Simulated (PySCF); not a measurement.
AlBrClH2N, SMILES [NH2][Al]([Cl])[Br].

The structure is a stationary point at TPSSh-D3(BJ)/def2-SVP. The values are those of a single conformer.

Method: PBE/def2-TZVP run with PySCF.

The molecule is in vacuum.

| Quantity | Result |
|---|---|
| total energy | -3332.19168 hartree |
| point group | Cs |
| highest occupied level | -6.56 eV |
| lowest empty level | -1.62 eV |
| orbital gap | 4.94 eV |
| dipole moment | 2.30 D |
| quadrupole, principal values (traceless, Buckingham form, about the centre of nuclear charge) | -5.56, -1.06, 6.63 D·Å |
| mean static polarisability | 64.0 bohr³ (9.49 Å³) |
| polarisability, principal values | 49.7, 66.2, 76.2 bohr³ |
